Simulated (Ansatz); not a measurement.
A CCSD(T) single point on C2H4FNOSi (`N#CC(O)(F)[SiH3]`).

```yaml
crystal:
  periodic: [false, false, false]
  atoms:
    - {symbol: N, position_ang: [-0.508963, -2.489009, -0.906358]}
    - {symbol: C, position_ang: [-0.456786, -1.354445, -0.728491]}
    - {symbol: C, position_ang: [-0.320474, 0.086837, -0.463054]}
    - {symbol: O, position_ang: [0.454907, 0.710039, -1.409009]}
    - {symbol: F, position_ang: [-1.607063, 0.614534, -0.470825]}
    - {symbol: Si, position_ang: [0.459878, 0.422093, 1.274686]}
    - {symbol: H, position_ang: [0.164098, 0.456248, -2.294274]}
    - {symbol: H, position_ang: [0.538852, 1.893091, 1.416173]}
    - {symbol: H, position_ang: [1.798674, -0.209244, 1.301011]}
    - {symbol: H, position_ang: [-0.440023, -0.181246, 2.283243]}
basis:
  gaussian: {orbitals: def2-SVP}
correlation: {method: ccsd_t}
```

```sh
$ ansatz run in.yaml --threads 4 --pin off --events-out ev --progress --plain
```

Log, shortened:

```
Functional definition: HF
1061 factors; integrals over basis functions are off by at most 1.2e-3 eV
mean field evaluation 1: about -16196.1030 eV, gradient 4.5e1 eV
mean field evaluation 2: about -16196.2456 eV, gradient 4.5e1 eV
mean field evaluation 4: about -16200.9454 eV, gradient 5.3e0 eV
mean field evaluation 8: about -16201.0523 eV, gradient 3.8e-1 eV
mean field -16201.05300715 eV, -595.3777165448 hartree, gradient 1.5e-6 eV, S^2 0.000000; 0 other end points of the search recorded, 0 dependent functions left out
10 core orbitals not correlated: weight in the atoms' cores, before any rotation towards them, 1.000 or more for the frozen orbitals, at most 0.000 for the correlated occupied ones
reference -16201.05300715 eV, -595.3777165448 hartree; 17, 17 occupied and 81, 81 virtual orbitals, 1061 factors
second order -23.88187193 eV of doubles, -0.00000000 eV of singles
cycle   1  -24.02139667 eV  change   -1.4e-1 eV  update   1.2e-1
cycle   2  -24.72461266 eV  change   -7.0e-1 eV  update   3.7e-2
cycle   3  -24.89935897 eV  change   -1.7e-1 eV  update   1.8e-2
cycle   4  -24.89737135 eV  change    2.0e-3 eV  update   4.9e-3
cycle   5  -24.89913641 eV  change   -1.8e-3 eV  update   2.3e-3
cycle   6  -24.90038479 eV  change   -1.2e-3 eV  update   6.0e-4
cycle   7  -24.90020124 eV  change    1.8e-4 eV  update   2.4e-4
cycle   8  -24.90013462 eV  change    6.7e-5 eV  update   7.5e-5
cycle   9  -24.90014772 eV  change   -1.3e-5 eV  update   2.9e-5
perturbative correction -0.76718214 eV, -0.0281934236 hartree
Total energy: -16226.72033701 eV, -596.3209735190 hartree
```

Hardware: 4 threads of a server CPU on a shared host. Wall time 7.5 s, peak host memory 0.57 GiB.

Correlation energy per correlated electron: -0.755 eV. T1 diagnostic: 0.0131.
